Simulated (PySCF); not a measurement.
Si(H)(Cl)(Et)2, SMILES CC[SiH](Cl)CC (GFN2-xTB optimised geometry):

```
17

Si    -0.797    -0.701     0.000
Cl     1.230    -0.701     0.000
C     -1.412    -1.594     1.567
C     -0.942    -0.924     2.855
C     -1.412    -1.594    -1.567
C     -0.939    -0.926    -2.855
H     -1.230     0.701     0.000
H     -2.502    -1.632     1.566
H     -1.068    -2.630     1.565
H     -1.311     0.096     2.914
H      0.145    -0.894     2.894
H     -1.299    -1.468     3.727
H     -2.502    -1.629    -1.567
H     -1.070    -2.631    -1.564
H      0.147    -0.898    -2.894
H     -1.307     0.096    -2.914
H     -1.298    -1.468    -3.727
```

Calculation: PySCF 2.14.0 with PBE0/def2-SVP.

Task: What are the frontier orbital energies and the dipole moment?

Result: HOMO-2 -9.38 eV, HOMO-1 -8.34 eV, HOMO -7.96 eV, LUMO 1.44 eV, LUMO+1 1.59 eV; dipole moment 1.70 D.

Meta-Löwdin charges at PBE0/def2-SVP: Si1 0.78, Cl2 -0.29, C3 -0.41, C4 -0.29, C5 -0.41, C6 -0.29, H7 -0.12, H8 0.11, H9 0.11, H10 0.10, H11 0.10, H12 0.10, H13 0.11, H14 0.11, H15 0.10, H16 0.10, H17 0.10.
